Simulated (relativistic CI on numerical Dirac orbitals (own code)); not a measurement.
Computed by Dirac-Coulomb-Breit CI, orbitals from a KLI potential per configuration, model QED, unscaled Slater integrals (own radial code, finite nucleus).

The strongest absorption lines from the ground level of an ion, among the configurations computed and to levels below about 1760 eV (vacuum wavelength in Å, gf): 7.2013 (0.12), 7.2486 (0.057), 9.3815 (0.0034), 9.7905 (0.018), 10.055 (0.35), 10.225 (0.21), 80.882 (0.5), 150.59 (0.042).

Which ion is it?
A. In37+
B. Tc31+
C. In39+
D. Te40+

A. In37+ has 12 electrons and the ground level 3s² ¹S0; the strongest line goes to 3s3p ¹P°1. The pattern of lines fixes the number of electrons, and along that sequence the line energies rise steadily with the charge (about as its square where n changes within one kind of shell, about linearly where n is kept but much faster in heavy ions where fine structure, which grows about as Z⁴, sets the gap, and irregularly where shells cross), which fixes Z. Configurations outside the model, such as inner-shell arrays, can give stronger lines. At this charge energies of transitions that change n are usually good to better than 1 %, and those within a shell (Δn = 0) to a few per cent.

LS names give the leading component of a level, which can be under half, so a name can repeat, a term be missing and a line seem to break the LS rules.
